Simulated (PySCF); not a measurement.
Vertical excitations of a molecule C₈H₆N₂O from PySCF with TDA-PBE/def2-SVP, as energy in eV (oscillator strength): 3.28 (0.000), 3.74 (0.004), 3.90 (0.014), 4.46 (0.601), 4.60 (0.002), 5.01 (0.000), 5.17 (0.004), 5.26 (0.102), 5.26 (0.000), 5.77 (0.163). Lowest triplet (TDA): 2.93 eV. Geometry: B3LYP-D3(BJ)/def2-SVP. One conformer was computed; it need not be the lowest.

**Question.** Pick the molecule that these values belong to.
A. CC(=O)c1cccc(C#N)n1
B. C#Cc1nccc(C(C)=O)n1
C. c1coc(-c2cncnc2)c1
D. C#Cc1cncnc1C(C)=O

**Answer.** C, c1coc(-c2cncnc2)c1
